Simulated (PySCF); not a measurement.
C8H9, doublet (typed; the unrestricted solution is spin-contaminated), geometry from GFN2-xTB; DF-BHANDHLYP/STO-3G run with PySCF.

The PySCF input:
```python
from pyscf import gto, scf, dft

mol = gto.Mole()
mol.atom = '''
    C    -2.869408    0.042310    0.040617
    C    -1.492512    0.020592    0.020773
    C    -0.769645   -1.106707   -0.461222
    C     0.600658   -1.118688   -0.475564
    C     1.340453   -0.025817   -0.017688
    C     2.835238   -0.032406   -0.041107
    C     0.647178    1.092595    0.459240
    C    -0.720871    1.125180    0.482119
    H    -3.445488   -0.795211   -0.309252
    H    -3.408646    0.897411    0.406291
    H    -1.326373   -1.960903   -0.818214
    H     1.124434   -1.989050   -0.846878
    H     3.218581   -1.015796   -0.301974
    H     3.235225    0.254778    0.930862
    H     3.204609    0.686821   -0.773552
    H     1.211747    1.943511    0.815429
    H    -1.240641    1.996089    0.854286
'''
mol.basis = 'sto-3g'
mol.charge = 0
mol.spin = 1
mol.verbose = 4
mol.build()

mf = dft.UKS(mol)
mf.xc = 'bhandhlyp'
mf = mf.density_fit(auxbasis='def2-universal-jkfit')
mf.kernel()
```

Output, abridged:

```
PySCF version 2.14.0

[INPUT] verbose = 4
[INPUT] num. atoms = 17
[INPUT] num. electrons = 57
[INPUT] charge = 0
[INPUT] spin (= nelec alpha-beta = 2S) = 1
[INPUT] symmetry False subgroup None
[INPUT] Mole.unit = angstrom
[INPUT] Symbol           X                Y                Z      unit          X                Y                Z       unit  Magmom
[INPUT]  1 C     -2.869408000000   0.042310000000   0.040617000000 AA   -5.422395259636   0.079954312330   0.076755006001 Bohr   0.0
[INPUT]  2 C     -1.492512000000   0.020592000000   0.020773000000 AA   -2.820438917627   0.038913240357   0.039255280786 Bohr   0.0
[INPUT]  3 C     -0.769645000000  -1.106707000000  -0.461222000000 AA   -1.454418263141  -2.091373130139  -0.871583262624 Bohr   0.0
[INPUT]  4 C      0.600658000000  -1.118688000000  -0.475564000000 AA    1.135079114529  -2.114013938837  -0.898685714703 Bohr   0.0
[INPUT]  5 C      1.340453000000  -0.025817000000  -0.017688000000 AA    2.533089052852  -0.048787059358  -0.033425475691 Bohr   0.0
[INPUT]  6 C      2.835238000000  -0.032406000000  -0.041107000000 AA    5.357823317960  -0.061238464793  -0.077680971802 Bohr   0.0
[INPUT]  7 C      0.647178000000   1.092595000000   0.459240000000 AA    1.222989173844   2.064705315069   0.867837825445 Bohr   0.0
[INPUT]  8 C     -0.720871000000   1.125180000000   0.482119000000 AA   -1.362248761141   2.126282040838   0.911072869449 Bohr   0.0
[INPUT]  9 H     -3.445488000000  -0.795211000000  -0.309252000000 AA   -6.511028685475  -1.502731001242  -0.584401583474 Bohr   0.0
[INPUT] 10 H     -3.408646000000   0.897411000000   0.406291000000 AA   -6.441407395594   1.695861011172   0.767778716876 Bohr   0.0
[INPUT] 11 H     -1.326373000000  -1.960903000000  -0.818214000000 AA   -2.506481709018  -3.705569626838  -1.546200371285 Bohr   0.0
[INPUT] 12 H      1.124434000000  -1.989050000000  -0.846878000000 AA    2.124872305149  -3.758759748066  -1.600367480919 Bohr   0.0
[INPUT] 13 H      3.218581000000  -1.015796000000  -0.301974000000 AA    6.082236599729  -1.919576238429  -0.570648156739 Bohr   0.0
[INPUT] 14 H      3.235225000000   0.254778000000   0.930862000000 AA    6.113689201346   0.481460642564   1.759074239765 Bohr   0.0
[INPUT] 15 H      3.204609000000   0.686821000000  -0.773552000000 AA    6.055833346316   1.297903586600  -1.461801423110 Bohr   0.0
[INPUT] 16 H      1.211747000000   1.943511000000   0.815429000000 AA    2.289869962263   3.672703510080   1.540937484028 Bohr   0.0
[INPUT] 17 H     -1.240641000000   1.996089000000   0.854286000000 AA   -2.344471708907   3.772061530257   1.614366572050 Bohr   0.0

nuclear repulsion = 332.608935688975
number of shells = 33
number of NR pGTOs = 147
number of NR cGTOs = 49
basis = sto-3g
ecp = {}

******** <class 'pyscf.df.df_jk.DFUKS'> ********
method = DFUKS
initial guess = minao
damping factor = 0
level_shift factor = 0
DIIS = <class 'pyscf.scf.diis.CDIIS'>
diis_start_cycle = 1
diis_space = 8
diis_damp = 0
SCF conv_tol = 1e-09
SCF conv_tol_grad = None
SCF max_cycles = 50
direct_scf = False
number electrons alpha = 29  beta = 28
XC library pyscf.dft.libxc version 7.1.2
    S. Lehtola, C. Steigemann, M. J. T. Oliveira, and M. A. L. Marques,  SoftwareX 7, 1–5 (2018)
XC functionals = bhandhlyp
    A. D. Becke,  J. Chem. Phys. 98, 1372 (1993)
    Defined through Gaussian implementation.
radial grids:
    Treutler-Ahlrichs [JCP 102, 346 (1995); DOI:10.1063/1.469408] (M4) radial grids

becke partition: Becke, JCP 88, 2547 (1988); DOI:10.1063/1.454033
pruning grids: <function nwchem_prune>
grids dens level: 3
symmetrized grids: False
atomic radii adjust function: <function treutler_atomic_radii_adjust>
small_rho_cutoff = 0
Set gradient conv threshold to 3.16228e-05
tot grids = 201216
******** <class 'pyscf.df.df.DF'> ********
auxbasis = def2-universal-jkfit
init E= -308.045976022114

cycle= 1 E= -306.236563170379  delta_E= 1.81  |g|= 0.156  |ddm|= 3.94
cycle= 2 E= -306.263469224675  delta_E= -0.0269  |g|= 0.0511  |ddm|= 0.369
cycle= 3 E= -306.267835399795  delta_E= -0.00437  |g|= 0.0306  |ddm|= 0.13
cycle= 4 E= -306.269653678693  delta_E= -0.00182  |g|= 0.019  |ddm|= 0.0767
cycle= 5 E= -306.270683567551  delta_E= -0.00103  |g|= 0.0114  |ddm|= 0.0657
cycle= 6 E= -306.271278799269  delta_E= -0.000595  |g|= 0.00623  |ddm|= 0.0679
cycle= 7 E= -306.271408616421  delta_E= -0.00013  |g|= 0.00416  |ddm|= 0.0233
cycle= 8 E= -306.271546838056  delta_E= -0.000138  |g|= 0.00102  |ddm|= 0.0497
cycle= 9 E= -306.271550074415  delta_E= -3.24e-06  |g|= 0.000435  |ddm|= 0.00635
cycle= 10 E= -306.271550452495  delta_E= -3.78e-07  |g|= 0.000193  |ddm|= 0.00164
cycle= 11 E= -306.271550542457  delta_E= -9e-08  |g|= 6.2e-05  |ddm|= 0.000844
cycle= 12 E= -306.27155054703  delta_E= -4.57e-09  |g|= 1.65e-05  |ddm|= 0.000156
cycle= 13 E= -306.271550547716  delta_E= -6.86e-10  |g|= 6.2e-06  |ddm|= 8.12e-05
Extra cycle  E= -306.271550547769  delta_E= -5.32e-11  |g|= 4.48e-06  |ddm|= 1.7e-05
converged SCF energy = -306.271550547769  <S^2> = 0.92927773  2S+1 = 2.1718911
```
